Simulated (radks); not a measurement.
Values are calculated unless marked as measured or tabulated.
Yb3+, configuration [Xe] 4f13 (the NIST ground configuration).

Code: a radial shooting solver on a logarithmic mesh with Libxc functionals. Model: Dirac Kohn-Sham, LB94 model potential, spin-unpolarised, spherical densities, finite nucleus; open shells fill j = l - 1/2 first; Fermi nuclear charge, rms radius 5.3108 fm.

Energy parts (eV):
| part | energy |
|---|---|
| kinetic | 426513.47 |
| electron-nucleus | -950234.65 |
| Hartree | 148792.19 |
(The LB94 potential has no energy functional, so no total or exchange-correlation energy is given.)

Orbitals (lengths in bohr, moments of r in powers of bohr; r(max) is where P^2 peaks; r(90%) holds 90 % of the orbital's charge):
| orbital | occ. | eigenvalue (eV) | r(90%) | r(max) | <r^2> |
|---|---|---|---|---|---|
| 1s1/2 | 2 | -61408.00 | 0.0356 | 0.01236 | 0.0005286 |
| 2s1/2 | 2 | -10447.61 | 0.129 | 0.07070 | 0.008123 |
| 2p1/2 | 2 | -9977.366 | 0.113 | 0.05286 | 0.005831 |
| 2p3/2 | 4 | -8921.555 | 0.123 | 0.05932 | 0.007041 |
| 3s1/2 | 2 | -2393.846 | 0.317 | 0.1996 | 0.05341 |
| 3p1/2 | 2 | -2183.664 | 0.309 | 0.1873 | 0.04923 |
| 3p3/2 | 4 | -1960.055 | 0.328 | 0.2007 | 0.05592 |
| 3d3/2 | 4 | -1599.560 | 0.301 | 0.1578 | 0.04377 |
| 3d5/2 | 6 | -1550.555 | 0.306 | 0.1616 | 0.04563 |
| 4s1/2 | 2 | -502.1345 | 0.702 | 0.4555 | 0.2693 |
| 4p1/2 | 2 | -417.2820 | 0.722 | 0.4567 | 0.2799 |
| 4p3/2 | 4 | -366.8905 | 0.769 | 0.4856 | 0.3177 |
| 4d3/2 | 4 | -226.6289 | 0.831 | 0.4864 | 0.3546 |
| 4d5/2 | 6 | -217.3937 | 0.848 | 0.4958 | 0.3693 |
| 5s1/2 | 2 | -94.1706 | 1.71 | 1.057 | 1.573 |
| 5p1/2 | 2 | -70.2804 | 1.93 | 1.147 | 1.967 |
| 5p3/2 | 4 | -63.4088 | 2.08 | 1.236 | 2.286 |
| 4f5/2 | 6 | -46.4798 | 1.22 | 0.4782 | 0.6645 |
| 4f7/2 | 7 | -45.0390 | 1.25 | 0.4839 | 0.6911 |

The highest occupied level is 4f7/2 at -45.039 eV. The density falls to 0.001 e/bohr^3 at r = 3.06 bohr. For comparison, the ionisation energy in NIST's Atomic Spectra Database is 43.61 eV (semi-empirical). In exact Kohn-Sham theory the highest level is minus the ionisation energy, but local and semilocal functionals leave it too shallow, through self-interaction and a potential that decays too fast; potentials with the right tail come closer.

Beside tabulated values, note that spin-unpolarised runs miss the spin-polarisation part of the exchange energy of open shells.
